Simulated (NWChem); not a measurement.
System: CdNH3O; SMILES [NH2][Cd][OH]

Input file for NWChem:

```
start job
memory heap 200 mb stack 900 mb global 1100 mb
geometry units angstroms
  Cd     0.007797     0.223685    -0.018778
  O      1.168346    -0.926624    -1.075630
  H      1.816516    -0.510823    -1.649348
  N     -1.271767    -0.576311     1.334444
  H     -1.348904    -1.537574     0.992788
  H     -2.209861    -0.180949     1.280793
end
basis spherical
  * library def2-svp
end
ecp
  Cd library def2-ecp
end
dft
  xc pbe0
  iterations 150
end
driver
  maxiter 120
end
task dft optimize
dft
  grid fine
  convergence energy 1d-8 density 1d-7
end
task dft freq numerical
```

Excerpt of the output:

```
             Northwest Computational Chemistry Package (NWChem) 7.3.0
             --------------------------------------------------------

 C1  symmetry detected

                             Geometry "geometry" -> ""
                             -------------------------

 Output coordinates in angstroms (scale by  1.889725989 to convert to a.u.)

  No.       Tag          Charge          X              Y              Z
 ---- ---------------- ---------- -------------- -------------- --------------
    1 Cd                  48.0000     0.27005479    -0.01094430     0.00567589
    2 O                    8.0000    -0.74524775    -1.67110500    -0.00126332
    3 H                    1.0000    -0.25976854    -2.49842742     0.04362227
    4 N                    7.0000    -0.68584526     1.77498987     0.07765947
    5 H                    1.0000    -1.61771256     1.51666386    -0.25640115
    6 H                    1.0000    -0.32224989     2.45100101    -0.59317378

 Effective nuclear repulsion energy (a.u.)     246.2516334099

                                Z-matrix (autoz)
                                --------

 Units are Angstrom for bonds and degrees for angles

      Type          Name      I     J     K     L     M      Value
      ----------- --------  ----- ----- ----- ----- ----- ----------
    1 Stretch                  1     2                       1.94603
    2 Stretch                  1     4                       2.02694
    3 Stretch                  2     3                       0.96030
    4 Stretch                  4     5                       1.02309
    5 Stretch                  4     6                       1.01942
    6 Bend                     1     2     3               118.10208
    7 Bend                     1     4     5               101.27271
    8 Bend                     1     4     6               113.12342
    9 Bend                     2     1     4               120.38096
   10 Bend                     5     4     6               106.10740
   11 Torsion                  2     1     4     5         -20.84814
   12 Torsion                  2     1     4     6        -133.97229
   13 Torsion                  3     2     1     4        -174.61383

                           NWChem Geometry Optimization
                           ----------------------------

[...]

      ----------------------
      Optimization converged
      ----------------------

  Step       Energy      Delta E   Gmax     Grms     Xrms     Xmax
  ---- ---------------- -------- -------- -------- -------- --------
@   22    -299.24155323 -6.2D-09  0.00002  0.00001  0.00030  0.00077
                                     ok       ok       ok       ok

                                Z-matrix (autoz)
                                --------

 Units are Angstrom for bonds and degrees for angles

      Type          Name      I     J     K     L     M      Value     Gradient
      ----------- --------  ----- ----- ----- ----- ----- ---------- ----------
    1 Stretch                  1     2                       1.96360    0.00001
    2 Stretch                  1     4                       1.99895   -0.00000
    3 Stretch                  2     3                       0.96344    0.00002
    4 Stretch                  4     5                       1.01941    0.00000
    5 Stretch                  4     6                       1.01941    0.00000
    6 Bend                     1     2     3               111.24328    0.00000
    7 Bend                     1     4     5               112.66132   -0.00000
    8 Bend                     1     4     6               112.66276   -0.00000
    9 Bend                     2     1     4               172.25618    0.00000
   10 Bend                     5     4     6               106.00220   -0.00000
   11 Torsion                  2     1     4     5        -120.06831    0.00000
   12 Torsion                  2     1     4     6         120.05962    0.00000
   13 Torsion                  3     2     1     4         179.97235    0.00000

[...]

 Rotational Constants
 --------------------
 A=   6.563688 cm-1  (  9.443471 K)
 B=   0.124180 cm-1  (  0.178663 K)
 C=   0.124085 cm-1  (  0.178527 K)

 Temperature                      =   298.15K
 frequency scaling parameter      =   1.0000

 Zero-Point correction to Energy  =   23.515 kcal/mol  (  0.037474 au)
 Thermal correction to Energy     =   26.874 kcal/mol  (  0.042826 au)
 Thermal correction to Enthalpy   =   27.466 kcal/mol  (  0.043770 au)

 Total Entropy                    =   72.500 cal/mol-K
   - Translational                =   40.847 cal/mol-K (mol. weight = 146.9251)
   - Rotational                   =   22.284 cal/mol-K (symmetry #  =        1)
   - Vibrational                  =    9.370 cal/mol-K

 Cv (constant volume heat capacity) =   16.177 cal/mol-K
   - Translational                  =    2.979 cal/mol-K
   - Rotational                     =    2.979 cal/mol-K
   - Vibrational                    =   10.218 cal/mol-K

[normal modes left out]

 ----------------------------------------------------------------------------
 Normal Eigenvalue ||           Projected Infra Red Intensities
  Mode   [cm**-1]  || [atomic units] [(debye/angs)**2] [(KM/mol)] [arbitrary]
 ------ ---------- || -------------- ----------------- ---------- -----------
    1       -0.000 ||    0.002342           0.054         2.283       0.800
    2       -0.000 ||    0.000038           0.001         0.037       0.013
    3       -0.000 ||    0.001763           0.041         1.719       0.602
    4       -0.000 ||    0.005223           0.120         5.092       1.783
    5       -0.000 ||    0.000175           0.004         0.171       0.060
    6        0.000 ||    0.103507           2.388       100.904      35.342
    7      146.020 ||    0.001660           0.038         1.618       0.567
    8      148.624 ||    0.005439           0.125         5.302       1.857
    9      206.911 ||    0.024832           0.573        24.207       8.479
   10      521.263 ||    0.061664           1.423        60.113      21.055
   11      582.407 ||    0.097549           2.251        95.095      33.307
   12      652.602 ||    0.063509           1.465        61.912      21.685
   13      788.192 ||    0.074912           1.728        73.028      25.578
   14      799.801 ||    0.020313           0.469        19.802       6.936
   15     1541.135 ||    0.004919           0.113         4.796       1.680
   16     3539.259 ||    0.007321           0.169         7.137       2.500
   17     3634.573 ||    0.008459           0.195         8.246       2.888
   18     3896.126 ||    0.043549           1.005        42.454      14.869
 ----------------------------------------------------------------------------
```

Level: PBE0/def2-SVP with def2 effective core potentials on Cd. def2 effective core potentials on Cd; no spin-orbit coupling.
